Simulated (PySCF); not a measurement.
Compound: C₁₁H₉NS.
Numbering: `[cH:1]1[cH:2][cH:3][c:4]([S:5][c:6]2[cH:7][cH:8][n:9][cH:10][cH:11]2)[cH:12][cH:13]1` (hydrogens: H14 on C1; H15 on C2; H16 on C3; H17 on C7; H18 on C8; H19 on C10; H20 on C11; H21 on C12; H22 on C13)

Method: PBE0-D3(BJ)/def2-SVP geometry optimisation, gas phase (PySCF).

Problem. Give the optimised bond lengths and angles.

Solution. 
| bond | length (bohr) |
| --- | --- |
| C1–C2, C1–C13 | 2.635 |
| C2–C3, C12–C13 | 2.633 |
| C3–C4, C4–C12 | 2.642 |
| C4–S5 | 3.358 |
| S5–C6 | 3.334 |
| C6–C7, C6–C11 | 2.644 |
| C7–C8, C10–C11 | 2.631 |
| C8–N9, N9–C10 | 2.515 |
| C1–H14 | 2.065 |
| C2–H15, C13–H22 | 2.064 |
| C3–H16, C12–H21 | 2.064 |
| C7–H17, C11–H20 | 2.063 |
| C8–H18, C10–H19 | 2.072 |

Bonds in one row agree within 0.02 bohr and their mean is given. A selection of angles:
| angle | degrees |
| --- | --- |
| C2–C1–C13 | 120.1 |
| C1–C2–C3 | 120.1 |
| C2–C3–C4 | 119.8 |
| C3–C4–S5 | 119.9 |
| C3–C4–C12 | 120.2 |
| C4–S5–C6 | 102.5 |
| S5–C6–C7 | 117.4 |
| S5–C6–C11 | 124.7 |
| C7–C6–C11 | 117.8 |
| C6–C7–C8 | 118.6 |
| C7–C8–N9 | 124.0 |
| C8–N9–C10 | 116.9 |
| C6–C11–C10 | 118.3 |

Dihedral angles: C3–C4–S5–C6 -87° (synclinal); C4–S5–C6–C7 177° (antiperiplanar). The mirror-image conformer, all signs reversed, is as good.

S5 (sulfide sulfur) is bent (angle 102.5°). Of the pairs four or more bonds apart, C4···H20 is among the closest relative to their van der Waals radii: 2.54 Å, 87 % of the sum of Bondi's values. The 6-membered ring C1–C2–C3–C4–C12–C13 has internal angles of 119.8° to 120.2°; it is planar, 0.00 Å rms from its mean plane, widest ring torsion 1°. N9 (pyridine-type nitrogen) is bent (angle 116.9°). The 6-membered ring C6–C7–C8–N9–C10–C11 has internal angles of 116.9° to 124.3° (sum 720°, against 720° for a flat polygon); it is planar, 0.00 Å rms from its mean plane, widest ring torsion 0°.

Point group: near Cs, missed by 0.20 Å at most; the miss may be what the optimiser left on a soft mode. Whether it is a minimum is left open (no frequencies). The numbers are those of one conformer.
